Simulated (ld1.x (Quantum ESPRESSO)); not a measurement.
What one change does to a pseudopotential (Sn (Z = 50), TM)

* Element: Sn (Z = 50)
* Generator: ld1.x (Quantum ESPRESSO) 7.5
* Type: norm-conserving Troullier–Martins (Kleinman–Bylander form)
* Functional: LDA (PZ)
* Relativity: fully relativistic
* Frozen core: [Kr] 4d10
* Valence charge: 4
* Reference configuration: 5s2 5p2
* Partial waves: 5p (bound): rc 2.25 bohr; 5s (bound): rc 1.75 bohr
* Local potential: the s channel
* Core correction: a·sin(br)/r model core inside 0.95 bohr

Open shells are filled in proportion to 2j + 1 (rel_dist='average').

All-electron outer shells of the reference configuration (LDA (PZ), scalar-relativistic, ld1.x):

```json
{"shell": "4p", "level (eV)": "-89.56", "outermost node (bohr)": "0.41", "outermost maximum (bohr)": "0.79"}
{"shell": "4d", "level (eV)": "-25.90", "outermost node (bohr)": "0.39", "outermost maximum (bohr)": "0.88"}
{"shell": "5s", "level (eV)": "-10.81", "outermost node (bohr)": "0.98", "outermost maximum (bohr)": "2.01"}
{"shell": "5p", "level (eV)": "-3.87", "outermost node (bohr)": "1.09", "outermost maximum (bohr)": "2.55"}
```

Change: all radii but the core radius scaled by about 1.30 (s 2.28, p 2.92 bohr).

Cutoffs: the cutoffs (Ry, on a coarse ladder) from which the occupation-weighted sum of valence levels, in a spherical-Bessel basis at the reference potential, stays within 10 and 1 mRy of its value at 400 Ry; they do not see the model core or the augmentation charge, which bear on the density cutoff. Errors are all-electron minus pseudo energies relative to the spin-unpolarised reference configuration.

Problem. How do hardness, ghosts and transferability respond?

Solution. The potential gets softer (25 Ry and 50 Ry → 18 Ry and 30 Ry); of the 7 tests that both files solve, the error grows in 0 and shrinks in 2 by more than 15 % and 0.3 meV (median size 14.3 → 10.7 meV); neither file shows a bound ghost. A larger radius leaves more room for a smooth pseudo-wave, so fewer plane waves are needed.

```csv
quantity,base,changed
"cutoff, loose",25 Ry,18 Ry
"cutoff, tight",50 Ry,30 Ry
loose cutoff by channel (10 mRy a level),"p 8 Ry, s 18 Ry","p 6 Ry, s 10 Ry"
bound ghosts,none,none
"error for 5s2 5p1, meV [ΔE 7.11 eV]",-6.5,-7.1
"error for 5s2 5p0, meV [ΔE 21.39 eV]",-56,-63
"error for 5s1 5p0, meV [ΔE 52.84 eV]",-320,-346
"error for 5s0 5p4, meV [ΔE 14.36 eV]",-59,-43
"error for 5s2 5p2.3, meV [ΔE -0.90 eV]",0.0,0.0
"error for 5s1 5p3, meV [ΔE 7.05 eV]",-14,-11
"error for 5s2 5p1.5, meV [ΔE 2.72 eV]",-1.1,-1.1
```
